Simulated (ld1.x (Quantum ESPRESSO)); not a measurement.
## What one change does to a pseudopotential (In (Z = 49), TM)

ld1.x (Quantum ESPRESSO) 7.5 input, shortened:

```
&input
   title='In', zed=49., rel=1, dft='PBE', iswitch=3,
   config='[Kr] 4d10 5s2 5p0 5d-2'
 /
 &inputp
   pseudotype=2, tm=.true., lloc=-1, rcloc=1.20,
   nlcc=.true., new_core_ps=.true., rcore=1.10
 /
3
5S  1  0   2.00   0.00  1.85  1.85  0.0
5P  2  1   0.00   0.00  2.05  2.05  0.0
5D  3  2  -2.00   0.25  1.55  1.55  0.0
 &test
   configts(1)='5s2 5p0'
 /
```

All-electron outer shells of the reference configuration (PBE, scalar-relativistic, ld1.x):

| shell | level (eV) | outermost node (bohr) | outermost maximum (bohr) |
| --- | --- | --- | --- |
| 5s | -14.92 | 1.02 | 2.11 |
| 5p | -8.43 | 1.14 | 2.64 |

Change: non-relativistic.

Cutoffs: the cutoffs (Ry, on a coarse ladder) from which the occupation-weighted sum of valence levels, in a spherical-Bessel basis at the reference potential, stays within 10 and 1 mRy of its value at 400 Ry; they do not see the model core or the augmentation charge, which bear on the density cutoff. Errors are all-electron minus pseudo energies relative to the spin-unpolarised reference configuration.

Q: Predict the effect on cutoff, ghosts and configuration errors.

A: The potential gets harder (18 Ry and 40 Ry → 21 Ry and 45 Ry); both files keep a bound ghost (d, p, s); of the 7 tests that both files solve, the error grows in 0 and shrinks in 5 by more than 15 % and 0.3 meV (median size 14.8 → 12.0 meV).

| quantity | base | changed |
| --- | --- | --- |
| cutoff, loose | 18 Ry | 21 Ry |
| cutoff, tight | 40 Ry | 45 Ry |
| bound ghosts | s, p, d | s, p, d |
| error for 5s2 5p1, meV [ΔE -5.36 → -5.43 eV] | -11 | -9.7 |
| error for 5s1 5p0, meV [ΔE 19.23 → 18.38 eV] | -119 | -89 |
| error for 5s2 5p0.5, meV [ΔE -3.42 → -3.45 eV] | -4.0 | -3.7 |
| error for 5s2 5p1.3, meV [ΔE -5.90 → -5.99 eV] | -15 | -12 |
| error for 5s0 5p3, meV [ΔE 6.58 → 5.10 eV] | -47 | -31 |
| error for 5s1 5p1, meV [ΔE 6.59 → 5.84 eV] | -22 | -14 |
| error for 5s1 5p2, meV [ΔE 0.48 → -0.27 eV] | -7.7 | -5.7 |
| s: phases at 2.26 bohr within 0.05 rad from the reference energy up to (Ry; the scan ends near 5) | 1.6 | 1.1 |
| p: phases at 2.26 bohr within 0.05 rad from the reference energy up to (Ry; the scan ends near 5) | 3.7 | 3.5 |
| d: phases at 2.26 bohr within 0.05 rad from the reference energy up to (Ry; the scan ends near 5) | 0.8 | 0.8 |

 A true bound ghost makes a file unfit for plane-wave use even where its test errors are small: the radial tests pick states by their node count and pass the ghost by.
